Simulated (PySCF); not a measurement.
Species: C4H5F3NO (charge +1).
SMILES: `CC#[N+]COC(F)(F)F`

Computed, not measured: TDDFT PBE0/def2-SVPD, vertical, gas phase, core orbitals frozen in the response in PySCF. One conformer (not necessarily the lowest) at the GFN2-xTB geometry, without solvent, vibrations or thermal averaging. Torsions of this conformer, `[CH3:1][C:2]#[N+:3][CH2:4][O:5][C:6]([F:7])([F:8])[F:9]`: N3–C4–O5–C6 179°, C4–O5–C6–F7 -60°.

Computed states:

| state | E (eV) | f |
| --- | --- | --- |
| S1 | 6.00 | 0.0003 |
| S2 | 6.62 | 0.039 |
| S3 | 7.41 | 0.0005 |
| S4 | 7.73 | 0.0044 |
| S5 | 7.89 | 0.0034 |
| S6 | 7.99 | 0.0000 |

Broadening: Gaussians 0.5 eV wide at half height, area fixed by f = 4.319×10⁻⁹ ∫ε dν̃. The width is an assumption, not a result. The curve ends short of the highest state used, and states not computed would add to its high-energy end.

(1) Give the broadened spectrum and its maxima.

(2) Coming from long wavelengths, where does ε first pass 100 L mol⁻¹ cm⁻¹?

(3) On this curve, what absorbance would a 10⁻⁵ mol/L sample give at 193 nm over a 1 cm path?

Answers

(1) 
```
E (eV)  ε (L mol⁻¹ cm⁻¹)
  5.25                 0
  5.31                 0
  5.37                 0
  5.43                 0
  5.49                 1
  5.55                 2
  5.62                 3
  5.68                 5
  5.74                 8
  5.80                12
  5.86                17
  5.92                24
  5.98                38
  6.04                64
  6.10               115
  6.17               226
  6.23               385
  6.29               617
  6.35               920
  6.41              1271
  6.47              1624
  6.53              1916
  6.59              2088
  6.65              2102
  6.72              1914
  6.78              1621
  6.84              1267
  6.90               915
  6.96               612
  7.02               380
  7.08               223
  7.14               129
  7.20                82
  7.26                68
  7.33                80
  7.39               108
```

Maxima: 187 nm (6.62 eV), ε about 2100, made up of S2 (100%) (ε in L mol⁻¹ cm⁻¹; maxima over ε = 5, shares over 10%). At its high-energy end, 7.39 eV, the curve is still rising (ε about 110, from S3 and S4).

(2) At about 204 nm (6.09 eV), 0.09 eV above S1.

(3) 193 nm is 6.424 eV, where ε is about 1400 L mol⁻¹ cm⁻¹, so A = ε c l ≈ 0.014 (Beer–Lambert, with the gas-phase spectrum and the assumed width).
